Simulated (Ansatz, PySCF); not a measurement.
HB, charge +1, doublet, at a GFN2-xTB geometry (a state made from the parent by changing its charge; the spin is typed, not shown lowest), with bond 2-1 at 1.4 times its length. Base run: CASSCF(3,3)/STO-3G (PySCF).

The PySCF input:
```python
from pyscf import gto, scf, mcscf
import numpy

mol = gto.M(
    atom='''
B    -0.00000000   -0.00000000   -0.19907611
H     0.00000000    0.00000000    1.47316319
''',
    basis='sto-3g',
    charge=1,
    spin=1,
    verbose=4,
)

mf = scf.ROHF(mol)
mf.kernel()
mc = mcscf.CASSCF(mf, 3, 3)
mc.fix_spin_(ss=0.75)
mc.kernel()
occ = numpy.linalg.eigvalsh(mc.fcisolver.make_rdm1(mc.ci, mc.ncas, mc.nelecas))[::-1]
ss = mc.fcisolver.spin_square(mc.ci, mc.ncas, mc.nelecas)[0]
print('natural occupations', occ.round(4), ' <S^2>', round(ss, 4))
```

Programs used: Ansatz (a first-principles code), PySCF; a row that names a program was run with it.

Variants of this job, named by their change:

| change | ΔE vs base (mEh) | natural occupations | <S^2> of the state |
|---|---|---|---|
| base | 0.000 | 1.96 0.99 0.05 | 0.75 |
| orbitals = fixed (CASCI); correction = SC-NEVPT2 | -21.254 | 1.97 0.99 0.04 | 0.75 |
| active space = 5 electrons, 4 orbitals | -0.018 | 2.00 1.96 0.99 0.05 | 0.75 |
| code = ansatz | -26.027 | - | - |
| conv_tol = 1e-5 | 0.003 | 1.97 0.99 0.04 | 0.75 |
| active space = 3 electrons, 4 orbitals | -38.462 | 1.90 0.99 0.07 0.04 | 0.75 |
| active space = 5 electrons, 5 orbitals | -13.724 | 2.00 1.90 0.98 0.06 0.06 | 0.75 |
| state_average = 2 states | 7.904 | - | - |
| solver = newton | 0.000 | 1.96 0.99 0.05 | 0.75 |
| code = ansatz; correction = SC-NEVPT2, all electrons | -33.848 | - | - |
| active space = 3 electrons, 5 orbitals | -50.135 | 1.87 0.98 0.06 0.04 0.04 | 0.75 |

Active orbitals are taken around the Fermi level unless the row says otherwise; CASSCF can end in different local minima, and two programs can end on different orbitals. State-averaged rows give the lowest state.

Open shells are given as the SCF converged; they aren't shown to be the lowest states, and a large step between rows can be another state.
